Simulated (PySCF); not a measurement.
# Excitation energy of Nd⁺ by level of theory

Nd⁺ [Xe] 4f4 6s1 (high-spin determinant) → Nd⁺ [Xe] 4f3 5d1 6s1 (high-spin determinant), as a difference of total energies. Calculation: PySCF 2.14, in cc-pVDZ-X2C; scalar relativity by spin-free X2C-1e. Correlated levels: valence: [Kr] 4d10 frozen. The calculations carry no spin-orbit coupling.

```json
{"method": "UHF", "excitation energy (eV)": "0.197"}
{"method": "MP2 (valence)", "excitation energy (eV)": "1.112"}
{"method": "SCS-MP2 (valence)", "excitation energy (eV)": "0.781"}
{"method": "CCSD (valence)", "excitation energy (eV)": "0.926"}
{"method": "CCSD(T) (valence)", "excitation energy (eV)": "0.968"}
```

Q: How much does correlation contribute at CCSD(T) (valence)?

A: 0.968 − (0.197) = 0.771 eV, measured against UHF.

A first-order spin-orbit estimate (lowest level to lowest level, LS coupling) adds -0.138 eV.

The coupled-cluster amplitudes are large for the upper state (T1 above 0.03 or a double amplitude above 0.15), so a single reference is strained.

The determinant of the lower state and of the upper state mixes LS terms, which raises its energy above the lowest term, most at the Hartree-Fock and MP2 levels.
